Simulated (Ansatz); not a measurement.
```xyz
7

O    -1.4387   -0.2175   -0.6516
C    -0.3146    0.4597   -0.2341
Cl   -0.6176    1.3560    1.3409
Zn    1.3387   -0.5177    0.1096
F     2.8151   -1.3900    0.4487
H    -1.6253   -0.9492   -0.0571
H    -0.1577    1.2588   -0.9564
```

Total charge 0; spin multiplicity 1.

(1) List the r2SCAN/def2-TZVPP orbital energies in eV (the Gaussian-basis code of Ansatz). (An estimate is asked.)

Answers

(1) Computed: Occupied: -9435.89, -2753.46, -1145.24, -1007.86, -1007.86, -1007.76, -664.72, -517.11, -276.44, -254.82, -193.41, -193.20, -193.18, -131.21, -87.03, -87.01, -86.84, -29.03, -28.43, -21.98, -17.64, -14.10, -13.19, -13.04, -12.85, -12.84, -12.72, -12.12, -11.17, -9.72, -9.53, -8.76, -8.73, -8.17, -7.90, -6.74. Lowest empty: -1.84, -1.25, -0.80, 0.22, 1.27, 1.83, 3.00, 3.62.
